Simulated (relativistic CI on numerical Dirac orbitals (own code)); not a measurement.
**Energy levels of Au⁺**

Computed by Dirac-Coulomb-Breit CI, separate exchange-only KLI orbitals for each configuration, a model potential for QED, valence Slater integrals scaled by 0.85, P86 correlation energy added to each configuration (own radial code, finite nucleus).

CI space (outside the closed core [Xe] 4f14): 5d¹⁰, 5d⁹6s, 5d⁹6p, 5d⁹7s, 5d⁹6d, 5d⁹7p, 5d⁹5f, 5d⁹7d, 5d⁹6f, 5d⁹5g, 5d⁹7f, 5d⁹6g. Double excitations out of closed p, d and f shells are left out; levels of such configurations are missing from the list, as are those of other unlisted configurations, and high levels can miss mixing partners.

| No. | Configuration | Term | J | E (cm⁻¹) | % | Next component (%) | Landé g |
| --- | --- | --- | --- | --- | --- | --- | --- |
| 1 | 5d¹⁰ | ¹S | 0 | 0.0 | 100 |  |  |
| 2 | 5d⁹6s | ³D | 3 | 16884.6 | 100 |  | 1.334 |
| 3 | 5d⁹6s | ³D | 2 | 20285.2 | 69 | 30 ¹D | 1.115 |
| 4 | 5d⁹6s | ³D | 1 | 28867.4 | 100 |  | 0.498 |
| 5 | 5d⁹6s | ¹D | 2 | 32709.4 | 69 | 31 ³D | 1.051 |
| 6 | 5d⁹6p | ³P° | 2 | 64493.1 | 80 | 16 ³D° | 1.423 |
| 7 | 5d⁹6p | ³F° | 3 | 66603.0 | 53 | 34 ¹F° | 1.085 |
| 8 | 5d⁹6p | ³F° | 4 | 72051.9 | 100 |  | 1.250 |
| 9 | 5d⁹6p | ³P° | 1 | 73553.1 | 72 | 14 ¹P° | 1.292 |
| 10 | 5d⁹6p | ¹D° | 2 | 74005.4 | 34 | 27 ³F° | 1.025 |
| 11 | 5d⁹6p | ³D° | 3 | 75749.7 | 77 | 22 ¹F° | 1.258 |
| 12 | 5d⁹6p | ³F° | 2 | 78056.2 | 63 | 36 ¹D° | 0.791 |
| 13 | 5d⁹6p | ³P° | 0 | 81888.6 | 100 |  |  |
| 14 | 5d⁹6p | ¹P° | 1 | 83422.9 | 76 | 19 ³D° | 0.926 |
| 15 | 5d⁹6p | ³F° | 3 | 85366.8 | 46 | 43 ¹F° | 1.073 |
| 16 | 5d⁹6p | ³D° | 1 | 86063.3 | 68 | 24 ³P° | 0.781 |
| 17 | 5d⁹6p | ³D° | 2 | 87401.1 | 59 | 27 ¹D° | 1.093 |
| 18 | 5d⁹7s | ³D | 3 | 104074.9 | 100 |  | 1.334 |
| 19 | 5d⁹7s | ¹D | 2 | 104611.7 | 56 | 43 ³D | 1.072 |
| 20 | 5d⁹6d | ³S | 1 | 111252.1 | 63 | 31 ³P | 1.788 |
| 21 | 5d⁹6d | ³G | 4 | 112218.2 | 49 | 49 ¹G | 1.029 |
| 22 | 5d⁹6d | ³P | 2 | 112415.3 | 59 | 37 ³D | 1.349 |
| 23 | 5d⁹6d | ³G | 5 | 112475.9 | 100 |  | 1.200 |
| 24 | 5d⁹6d | ¹P | 1 | 112484.2 | 55 | 27 ³D | 0.959 |
| 25 | 5d⁹6d | ³D | 3 | 112966.2 | 56 | 38 ³F | 1.208 |
| 26 | 5d⁹6d | ¹F | 3 | 113339.5 | 55 | 26 ³D | 1.074 |
| 27 | 5d⁹6d | ¹D | 2 | 113367.2 | 58 | 16 ³F | 1.032 |
| 28 | 5d⁹6d | ³F | 4 | 113533.4 | 87 | 11 ¹G | 1.218 |
| 29 | 5d⁹6d | ³P | 0 | 115626.8 | 66 | 32 ¹S |  |
| 30 | 5d⁹7p | ³P° | 2 | 116051.7 | 75 | 21 ³D° | 1.405 |
| 31 | 5d⁹7s | ³D | 1 | 116188.7 | 99 | 1 5d⁹6d ¹P | 0.503 |
| 32 | 5d⁹7p | ³F° | 3 | 116448.4 | 48 | 38 ¹F° | 1.085 |
| 33 | 5d⁹7s | ³D | 2 | 116530.3 | 56 | 43 ¹D | 1.096 |
| 34 | 5d⁹7p | ³F° | 4 | 118070.9 | 100 |  | 1.250 |
| 35 | 5d⁹7p | ¹D° | 2 | 118741.8 | 55 | 21 ³D° | 1.099 |
| 36 | 5d⁹7p | ¹P° | 1 | 119127.9 | 49 | 40 ³P° | 1.148 |
| 37 | 5d⁹7p | ³D° | 3 | 119166.7 | 79 | 21 ¹F° | 1.263 |
| 38 | 5d⁹6d | ³P | 1 | 123895.7 | 33 | 32 ³S | 1.468 |
| 39 | 5d⁹6d | ³G | 3 | 124270.7 | 87 | 10 ¹F | 0.784 |
| 40 | 5d⁹6d | ³D | 1 | 124666.8 | 68 | 20 ³P | 0.781 |
| 41 | 5d⁹6d | ³G | 4 | 124796.2 | 48 | 40 ¹G | 1.053 |
| 42 | 5d⁹6d | ¹D | 2 | 125072.0 | 36 | 35 ³D | 1.185 |
| 43 | 5d⁹6d | ³F | 2 | 125320.4 | 79 | 14 ³D | 0.765 |
| 44 | 5d⁹6d | ³F | 3 | 125561.5 | 49 | 32 ¹F | 1.100 |
| 45 | 5d⁹6d | ¹S | 0 | 126541.8 | 51 | 32 ³P |  |

Energies count from the lowest computed level; ° marks odd parity.

The mean weight of the leading LS term, summed over parents, in these 45 levels is 69 %, and that of the leading jj configuration (from the same eigenvectors) 89 %, so jj coupling describes them better and the LS labels are nominal.

Correlation outside the listed configurations is missing or only estimated: errors of thousands of cm⁻¹ between configurations and terms are usual at this charge. Rates and lifetimes follow the computed energies and can be off by large factors. The fine structure of a lone outer electron comes out too small, for d and f at times inverted, and misplaced configurations move strength between like terms. 20 of the 31 excited levels that our extract of the measured tables holds in this range could be paired (the sources list more); they are missed by 1842 cm⁻¹ on average and 4634 at most, and levels without a partner can miss by more.

LS names give the leading component of a level, which can be under half, so a name can repeat, a term be missing and a line seem to break the LS rules.
